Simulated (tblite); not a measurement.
C₇H₁₂F₂Si.
Z-matrix (Å and degrees, GFN2-xTB geometry), rows numbered from 1:
```
C 
C   1  1.4989
C   2  1.3287  1  121.06
C   3  1.4983  2  124.31  1   178.81
F   4  1.3871  3  108.26  2   169.21
C   4  1.5350  3  113.82  2   -70.41
C   6  1.5275  4  114.06  3    95.94
C   7  1.5245  6  114.14  4   -73.22
F   8  1.3950  7  108.58  6   -61.28
Si  2  1.8868  1  117.45  3   178.78
H   1  1.0888  2  109.93  3  -117.76
H   1  1.0887  2  110.09  3   123.90
H   1  1.0878  2  111.41  3     2.94
H   3  1.0832  2  121.57  1    -0.06
H   4  1.1003  3  111.12  2    54.33
H   6  1.0926  4  106.97  3  -144.13
H   6  1.0917  4  109.78  3   -27.33
H   7  1.0920  6  110.27  4    48.59
H   7  1.0939  6  107.95  4   166.31
H   8  1.0969  7  108.41  6  -174.43
H  10  1.4691  2  112.46  1   113.67
H  10  1.4639  2  110.23  1   -10.70
```

Level: GFN2-xTB in tblite, geometry and Hessian alike; calculated harmonic values, unscaled, isolated species. Against measured fundamentals such values can be off by several per cent, at times by over 20. Modes of hydrogen on silicon can be 10 to 20 % off. One conformer, not necessarily the lowest.

Harmonic wavenumbers (cm⁻¹): 58.1, 79.6, 131.2, 159.6, 189.2, 198.5, 248.2, 273.8, 309.0, 356.5, 383.3, 394.6, 478.5, 495.6, 519.1, 564.5, 582.0, 630.5, 665.4, 742.8, 762.3, 823.6, 863.7, 893.6, 949.6, 991.7, 1015.2, 1023.3, 1025.9, 1079.2, 1119.6, 1125.7, 1158.8, 1164.8, 1195.4, 1258.2, 1268.3, 1275.2, 1288.3, 1311.7, 1348.8, 1352.0, 1400.6, 1470.1, 1473.9, 1476.6, 1484.4, 1694.1, 2221.5, 2270.4, 2865.6, 2901.8, 2959.6, 2977.4, 2984.6, 2997.3, 3008.3, 3021.6, 3030.3, 3048.6.

A = 1255, B = 1056, C = 691.6 MHz; mass 162.068 u (most abundant isotopes); point group C1, symmetry number 1.

Zero-point energy?

Half the sum of the wavenumbers: 37521 cm⁻¹ = 107.28 kcal/mol.

Entropy at 400 K, 1 bar (ideal gas, RRHO, classical rotation)?

Translation 42.64, rotation 31.12, vibration 44.51: S = 118.3 cal/(mol K).

And Cp and H(400 K) − H(0)?

Cp = 57.07 cal/(mol K), of which vibrations give 49.12 (their classical limit is 60 R = 119.2); H(400 K) − H(0) = 12.90 kcal/mol without the zero-point energy, 9.72 from vibrations.

Blend soft modes into free rotors: weight 1/[1 + (100 cm⁻¹/ν̃)⁴] for the oscillator and the rest for a rotor with moment μB/(μ + B), μ = h/(8π²ν), B = 10⁻⁴⁴ kg m². What vibrational entropy results?

42.21 cal/(mol K) in place of 44.51, which changes −T·S at 400 K by +0.92 kcal/mol.

Which modes carry the vibrational entropy at 400 K?

58.1 cm⁻¹: 5.10; 79.6 cm⁻¹: 4.48; 131.2 cm⁻¹: 3.50; 159.6 cm⁻¹: 3.12; 189.2 cm⁻¹: 2.79; 198.5 cm⁻¹: 2.70 cal/(mol K); the other 54 give 22.83 together.

How do the functions run with temperature in this model?

```tsv
T (K)	S (cal/(mol K))	Cp (cal/(mol K))	H − H(0) (kcal/mol)	G − H(0) (kcal/mol)	ln q(vib)
150	79.7	26.1	2.43	-9.52	2.74
250	96.0	38.8	5.68	-18.32	5.63
298.15	103.3	44.9	7.69	-23.12	7.07
600	145.2	75.6	26.29	-60.81	16.26
900	179.4	93.0	51.81	-109.66	24.95
```

q(vib) and H(0) count from the zero-point level.

Hindered rotation and anharmonicity are outside this model. Other conformers, if any are populated, would add a mixing term that is left out. The structure is chiral; the term R ln 2 for an equal mix with its mirror image is left out.
